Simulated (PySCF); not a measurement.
C5H10BP.
SMILES with atom numbers: `[BH3-:1][P@H+:2]1[C:3]([CH3:4])=[C:5]1[CH:6]=[CH2:7]` (hydrogens: H8, H9, H10 on B1; H11 on P2; H12, H13, H14 on C4; H15 on C6; H16, H17 on C7)
Bond orders are those of one Lewis drawing.

Method: PySCF 2.14.0, BHandHLYP/6-31G* geometry optimisation, gas phase; density fitting, grid level 1; the optimiser is geomeTRIC in internal coordinates, started from a GFN2-xTB structure.

Geometry at step 3:
```
atom  x, y, z in Å
B1     -1.9013    0.7913   -1.7670
P2     -0.6663    0.9802   -0.2627
C3     -0.3545   -0.1377    1.0867
C4     -0.9061   -0.7796    2.2987
C5      0.6612   -0.0864    0.2560
C6      1.9615   -0.6293   -0.0559
C7      2.6856   -0.2793   -1.1125
H8     -1.3692    1.4111   -2.6515
H9     -2.9142    1.2994   -1.3598
H10    -1.9785   -0.3927   -1.9613
H11    -0.3733    2.2867    0.1698
H12    -1.0488   -0.0433    3.0867
H13    -0.2451   -1.5591    2.6678
H14    -1.8774   -1.2169    2.0823
H15     2.3389   -1.3694    0.6343
H16     2.3270    0.4516   -1.8194
H17     3.6505   -0.7177   -1.3038
```

Task: Give the atomic forces at this geometry.

Result: 
```json
{"atom": "B1", "Fx (eV/Å)": "0.001", "Fy (eV/Å)": "0.015", "Fz (eV/Å)": "0.009"}
{"atom": "P2", "Fx (eV/Å)": "-0.037", "Fy (eV/Å)": "0.011", "Fz (eV/Å)": "-0.058"}
{"atom": "C3", "Fx (eV/Å)": "0.061", "Fy (eV/Å)": "-0.015", "Fz (eV/Å)": "-0.028"}
{"atom": "C4", "Fx (eV/Å)": "0.027", "Fy (eV/Å)": "-0.008", "Fz (eV/Å)": "0.015"}
{"atom": "C5", "Fx (eV/Å)": "0.013", "Fy (eV/Å)": "-0.015", "Fz (eV/Å)": "-0.059"}
{"atom": "C6", "Fx (eV/Å)": "0.088", "Fy (eV/Å)": "-0.102", "Fz (eV/Å)": "0.107"}
{"atom": "C7", "Fx (eV/Å)": "-0.146", "Fy (eV/Å)": "0.081", "Fz (eV/Å)": "0.004"}
{"atom": "H8", "Fx (eV/Å)": "-0.011", "Fy (eV/Å)": "0.013", "Fz (eV/Å)": "-0.008"}
{"atom": "H9", "Fx (eV/Å)": "-0.010", "Fy (eV/Å)": "0.013", "Fz (eV/Å)": "-0.019"}
{"atom": "H10", "Fx (eV/Å)": "0.018", "Fy (eV/Å)": "0.012", "Fz (eV/Å)": "0.027"}
{"atom": "H11", "Fx (eV/Å)": "-0.009", "Fy (eV/Å)": "0.014", "Fz (eV/Å)": "-0.009"}
{"atom": "H12", "Fx (eV/Å)": "-0.007", "Fy (eV/Å)": "0.000", "Fz (eV/Å)": "-0.001"}
{"atom": "H13", "Fx (eV/Å)": "0.000", "Fy (eV/Å)": "0.007", "Fz (eV/Å)": "-0.001"}
{"atom": "H14", "Fx (eV/Å)": "-0.002", "Fy (eV/Å)": "-0.004", "Fz (eV/Å)": "0.002"}
{"atom": "H15", "Fx (eV/Å)": "0.017", "Fy (eV/Å)": "-0.020", "Fz (eV/Å)": "0.019"}
{"atom": "H16", "Fx (eV/Å)": "0.008", "Fy (eV/Å)": "0.006", "Fz (eV/Å)": "-0.015"}
{"atom": "H17", "Fx (eV/Å)": "-0.011", "Fy (eV/Å)": "-0.007", "Fz (eV/Å)": "0.015"}
```

The largest, 0.17 eV/Å, acts on C6 (C7 within 3 % of it); the rms over all components is 0.039 eV/Å. The forces sum to zero within rounding, as they must for an isolated molecule in no field.

Task: Give the force on C6 in Eh/bohr and in nN.

Result: 0.172 eV/Å ÷ 51.422 = 0.00334 Eh/bohr, and 0.172 eV/Å × 1.602 = 0.28 nN.

Task: How far is this geometry from the end of the optimisation?

Result: 0.004 eV above it, and 0.026 Å rms away after alignment. The bonds farthest from their final lengths, with half the difference of the two atoms' forces along the bond (positive lengthens):

```json
{"bond": "P2–C3", "now (Å)": "1.780", "final (Å)": "1.782", "force along bond (eV/Å)": "+0.03"}
{"bond": "P2–C5", "now (Å)": "1.780", "final (Å)": "1.782", "force along bond (eV/Å)": "+0.03"}
```

The angle farthest from its final value is C5–C6–C7, 124.3° against 122.9°.

What follows is the cost of the whole optimisation. Time: 46 s; peak memory 0.60 GiB. Hardware: one thread, Arm Neoverse V2 (aarch64), no GPU, on a shared host.
